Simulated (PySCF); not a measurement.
Input for PySCF: U-HF/STO-3G on ClF-, 2S+1 = 2, a spin state set in the input, which need not be the lowest, a point of a bond scan (R = 2.248 Å). Charge -1.

```python
from pyscf import gto, scf, dft, mp
from pyscf.data.elements import chemcore

mol = gto.M(
    atom='''
    F     0.00000000    0.00000000    0.00000000
    Cl    0.00000000    0.00000000    2.24834200
    ''',
    basis='sto-3g',
    charge=-1, spin=1, verbose=3, max_memory=1800)
mf = scf.UHF(mol)
mf.conv_tol = 1e-8
mf.max_cycle = 100
mf.kernel()
if not mf.converged:
    mf = mf.newton().run(mf.mo_coeff, mf.mo_occ)
for _ in range(4):
    mo, _, stable, _ = mf.stability(return_status=True)
    if stable:
        break
    mf.kernel(mf.make_rdm1(mo, mf.mo_occ))
```

Output:

```
converged SCF energy = -552.464520696793  <S^2> = 0.75  2S+1 = 2
<class 'pyscf.scf.uhf.UHF'> wavefunction is stable in the internal stability analysis
```

Self-consistency was reached.

Cost: very roughly 0.10 core-seconds.
